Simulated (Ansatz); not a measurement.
**Nudged elastic band run: C2H3BOS**

Input file:

```yaml
crystal:
  periodic: [false, false, false]
  atoms:
    - { symbol: C, position_ang: [-0.163495, 1.542609, 1.372389] }
    - { symbol: C, position_ang: [0.541704, 0.667953, 0.906826] }
    - { symbol: S, position_ang: [1.49424, -0.558759, 0.235045] }
    - { symbol: B, position_ang: [0.282756, -1.204101, -0.992045] }
    - { symbol: O, position_ang: [-0.941318, -0.691785, -1.133128] }
    - { symbol: H, position_ang: [-0.763712, 2.323399, 1.802961] }
    - { symbol: H, position_ang: [0.662131, -2.12501, -1.668124] }
    - { symbol: H, position_ang: [-1.112307, 0.045685, -0.523924] }
basis:
  gaussian: { orbitals: def2-SVP }
hamiltonian:
  xc: pbe0
  dispersion: d4
neb:
  order_check: false
  images: 5
  f_tol: 0.03
  max_iterations: 58
  final_atoms:
    - { symbol: C, position_ang: [0.03816488, 1.72291276, 1.64552672] }
    - { symbol: C, position_ang: [0.59035807, 0.81094765, 1.06629385] }
    - { symbol: S, position_ang: [1.4365767, -0.4455794, 0.31203112] }
    - { symbol: B, position_ang: [0.24203773, -1.08410039, -0.89930219] }
    - { symbol: O, position_ang: [-0.98271018, -0.54910846, -1.01958817] }
    - { symbol: H, position_ang: [-0.45667169, 2.52929686, 2.15419143] }
    - { symbol: H, position_ang: [0.65014114, -2.0080073, -1.56336865] }
    - { symbol: H, position_ang: [-1.51789764, -0.97637072, -1.69578412] }
  initial_path:
    images:
      - { positions_ang: [[-0.163495, 1.542609, 1.372389], [0.541704, 0.667953, 0.906826], [1.49424, -0.558759, 0.235045], [0.282756, -1.204101, -0.992045], [-0.941318, -0.691785, -1.133128], [-0.763712, 2.323399, 1.802961], [0.662131, -2.12501, -1.668124], [-1.112307, 0.045685, -0.523924]] }
      - { positions_ang: [[-0.14430469, 1.53611592, 1.41231446], [0.57555665, 0.69132998, 0.92961873], [1.52065269, -0.51840844, 0.21773873], [0.27539171, -1.19517125, -0.94108395], [-0.95931197, -0.71875683, -1.02746885], [-0.73829105, 2.29968886, 1.85948194], [0.63189276, -2.10101414, -1.62659164], [-1.1615871, 0.00620691, -0.82400942]] }
      - { positions_ang: [[-0.12511438, 1.52962284, 1.45223991], [0.60940931, 0.71470695, 0.95241147], [1.54706539, -0.47805787, 0.20043246], [0.26802742, -1.18624151, -0.89012291], [-0.97730594, -0.74572867, -0.92180971], [-0.7128701, 2.27597872, 1.91600288], [0.60165451, -2.07701827, -1.58505927], [-1.2108672, -0.03327119, -1.12409484]] }
      - { positions_ang: [[-0.10592408, 1.52312975, 1.49216537], [0.64326196, 0.73808393, 0.9752042], [1.57347808, -0.43770731, 0.1831262], [0.26066314, -1.17731176, -0.83916186], [-0.99529991, -0.7727005, -0.81615056], [-0.68744915, 2.25226857, 1.97252382], [0.57141627, -2.05302241, -1.54352691], [-1.2601473, -0.07274928, -1.42418026]] }
      - { positions_ang: [[-0.05789443, 1.58972409, 1.54328582], [0.62562733, 0.76237184, 1.00556742], [1.52784429, -0.44033134, 0.2260945], [0.25445467, -1.1462413, -0.85920863], [-0.99110333, -0.69816982, -0.8839631], [-0.61052333, 2.34461134, 2.03307969], [0.59765789, -2.03801737, -1.55014083], [-1.34606408, -0.37395643, -1.51471488]] }
      - { positions_ang: [[-0.00986477, 1.65631843, 1.59440627], [0.6079927, 0.78665974, 1.03593064], [1.48221049, -0.44295537, 0.26906281], [0.2482462, -1.11517085, -0.87925541], [-0.98690676, -0.62363914, -0.95177563], [-0.53359751, 2.4369541, 2.09363556], [0.62389952, -2.02301234, -1.55675474], [-1.43198086, -0.67516358, -1.6052495]] }
      - { positions_ang: [[0.03816488, 1.72291276, 1.64552672], [0.59035807, 0.81094765, 1.06629385], [1.4365767, -0.4455794, 0.31203112], [0.24203773, -1.08410039, -0.89930219], [-0.98271018, -0.54910846, -1.01958817], [-0.45667169, 2.52929686, 2.15419143], [0.65014114, -2.0080073, -1.56336865], [-1.51789764, -0.97637072, -1.69578412]] }
```

Launched with:

```bash
$ ansatz run input.yaml --threads 1 --pin off --max-ram 2048MiB --backend cpu --events-out ev --progress --plain --runs-dir out
```

Output, in part (warnings, iteration lines, the closing report on the highest movable image, with atoms numbered from 0):

```
NEB end point (image 0): max|allowed force component| = 1.179e-2 eV/Å (the criterion of neb.relax_end_points is 1.000e-2)
NEB end point (image 6): max|allowed force component| = 4.965e-3 eV/Å (the criterion of neb.relax_end_points is 1.000e-2)
NEB iter   1: max|band force component| = 1.877e1 eV/Å  barrier→ = 1.9676 eV  barrier← = 1.8066 eV  Δτ_max = 0.1417 Å  (189 SCF iters)
NEB iter   2: max|band force component| = 6.350e-1 eV/Å  barrier→ = 0.6210 eV  barrier← = 0.4600 eV  Δτ_max = 0.1330 Å  (158 SCF iters)
NEB iter   3: max|band force component| = 8.723e-1 eV/Å  barrier→ = 0.6362 eV  barrier← = 0.4752 eV  Δτ_max = 0.0684 Å  (154 SCF iters)
NEB iter   4: max|band force component| = 4.089e-1 eV/Å  barrier→ = 0.5735 eV  barrier← = 0.4125 eV  CI = image 3  Δτ_max = 0.1092 Å  (153 SCF iters)
NEB iter   5: max|band force component| = 1.799e-1 eV/Å  barrier→ = 0.6016 eV  barrier← = 0.4406 eV  CI = image 3  Δτ_max = 0.0192 Å  (154 SCF iters)
NEB iter   6: max|band force component| = 1.693e-1 eV/Å  barrier→ = 0.5991 eV  barrier← = 0.4381 eV  CI = image 3  Δτ_max = 0.0644 Å  (154 SCF iters)
NEB iter   7: max|band force component| = 1.268e-1 eV/Å  barrier→ = 0.5929 eV  barrier← = 0.4319 eV  CI = image 3  Δτ_max = 0.0257 Å  (154 SCF iters)
NEB iter   8: max|band force component| = 6.708e-2 eV/Å  barrier→ = 0.5925 eV  barrier← = 0.4315 eV  CI = image 3  Δτ_max = 0.0063 Å  (160 SCF iters)
NEB iter   9: max|band force component| = 2.658e-2 eV/Å  barrier→ = 0.5924 eV  barrier← = 0.4314 eV  CI = image 3  Δτ_max = 0.0000 Å  (263 SCF iters)
Total energy: -15664.41508690 eV, -575.6566367215 hartree
Atom 0 at    -0.034812     1.629985     1.595135 Å, force     0.008243     0.000238     0.004989 eV/Å
Atom 1 at     0.563089     0.749752     1.011331 Å, force    -0.010726     0.004461    -0.002390 eV/Å
Atom 2 at     1.463852    -0.452805     0.232970 Å, force     0.011918    -0.007491    -0.003015 eV/Å
Atom 3 at     0.256859    -1.205088    -0.907992 Å, force     0.005458     0.001362     0.000665 eV/Å
Atom 4 at    -1.044173    -0.855449    -0.933189 Å, force    -0.015265    -0.003203     0.006167 eV/Å
Atom 5 at    -0.563216     2.404545     2.119569 Å, force    -0.005253    -0.000643    -0.002808 eV/Å
Atom 6 at     0.743566    -2.082733    -1.587436 Å, force     0.000635     0.001550     0.000098 eV/Å
Atom 7 at    -1.385167    -0.188217    -1.530389 Å, force     0.004991     0.003726    -0.003706 eV/Å
Dipole moment:    -0.264813     0.241193    -0.276844 e Å
```

It converged. A vibrational analysis at the climbing image gives one clearly imaginary mode, 694i cm⁻¹: a first-order saddle point.

Final band (atoms are numbered from 1 in the order of the input):

| image | path coordinate (Å) | energy (eV) | dihedral S3–B4–O5–H8 (°) |
| --- | --- | --- | --- |
| 0 | 0.00 | 0.00 | 0 |
| 1 | 0.50 | 0.04 | 3 |
| 2 | 0.99 | 0.26 | 33 |
| 3 | 1.49 | 0.59 | 94 |
| 4 | 1.83 | 0.43 | 132 |
| 5 | 2.18 | 0.21 | 164 |
| 6 | 2.52 | 0.16 | 180 |

Run time: 2.3 min on 1 thread of Arm Neoverse V2, with other jobs on the host, peak memory 0.17 GiB.
